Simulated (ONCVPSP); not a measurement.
**Ta ONCV: all-electron and pseudo phase curves**

- Element: tantalum
- Generator: ONCVPSP 4.0.1
- Type: optimised norm-conserving Vanderbilt (ONCV)
- Functional: PBE
- Relativity: scalar-relativistic
- Frozen core: [Kr] 4d10 4f14
- Valence charge: 13
- Reference configuration: 5s2 5p6 5d3 6s1.5 6p0.5
- Partial waves: 5s+6s: rc 1.85 bohr, ncon 4, nbas 7, qcut 8.3 1/bohr, 2 projectors; 5p+6p: rc 2.05 bohr, ncon 4, nbas 9, qcut 6.9 1/bohr, 2 projectors; 5d: rc 2.15 bohr, ncon 3, nbas 8, qcut 8.2 1/bohr, 2 projectors, debl 3.8 Ha
- Local potential: polynomial inside 1.85 bohr (lpopt 5, dvloc0 0 Ha)
- Core correction: none

The phase is arctan(r·R′/R) of the radial function R(r), unwrapped; energies in Ha, scanned from -4 to 5 Ha. A pole is an energy at which the radial function vanishes at the test radius. The pseudo phase is shifted by a multiple of π to meet the all-electron one at the reference energy, and phase errors are pseudo minus all-electron; the curves can meet again beyond the range given. Levels narrower than the energy grid can be missing from the lists of poles.

Question: For each channel, where are the poles, and over which energies does the pseudopotential scatter like the atom?

Answer:

```csv
channel,radius (bohr),reference energy (Ha),"poles, all-electron","poles, pseudo",unbroken range about the reference energy with phases within 0.05 rad,phase error 1 Ha above the reference energy (rad)
s,1.88,-0.22,"-2.44, 4.94","-2.44, 4.85",the whole range,-0.001
p,2.08,-0.06,"-1.18, 4.61","-1.18, 4.44",the whole range,-0.003
d,2.18,-0.16,0.62,0.61,the whole range,-0.000
```

Phases in the d channel:

```json
{"E (Ha)": "-3.98", "all-electron": "1.369", "pseudo": "1.369"}
{"E (Ha)": "-3.50", "all-electron": "1.350", "pseudo": "1.350"}
{"E (Ha)": "-3.02", "all-electron": "1.327", "pseudo": "1.327"}
{"E (Ha)": "-2.54", "all-electron": "1.294", "pseudo": "1.294"}
{"E (Ha)": "-2.06", "all-electron": "1.245", "pseudo": "1.244"}
{"E (Ha)": "-1.58", "all-electron": "1.159", "pseudo": "1.159"}
{"E (Ha)": "-1.10", "all-electron": "0.968", "pseudo": "0.968"}
{"E (Ha)": "-0.62", "all-electron": "0.262", "pseudo": "0.262"}
{"E (Ha)": "-0.14", "all-electron": "-1.081", "pseudo": "-1.081"}
{"E (Ha)": "0.34", "all-electron": "-1.469", "pseudo": "-1.469"}
{"E (Ha)": "0.82", "all-electron": "-1.630", "pseudo": "-1.630"}
{"E (Ha)": "1.30", "all-electron": "-1.760", "pseudo": "-1.760"}
{"E (Ha)": "1.78", "all-electron": "-1.947", "pseudo": "-1.948"}
{"E (Ha)": "2.26", "all-electron": "-2.444", "pseudo": "-2.447"}
{"E (Ha)": "2.74", "all-electron": "-3.740", "pseudo": "-3.741"}
{"E (Ha)": "3.22", "all-electron": "-4.306", "pseudo": "-4.306"}
{"E (Ha)": "3.70", "all-electron": "-4.486", "pseudo": "-4.486"}
{"E (Ha)": "4.18", "all-electron": "-4.574", "pseudo": "-4.574"}
{"E (Ha)": "4.66", "all-electron": "-4.629", "pseudo": "-4.629"}
```
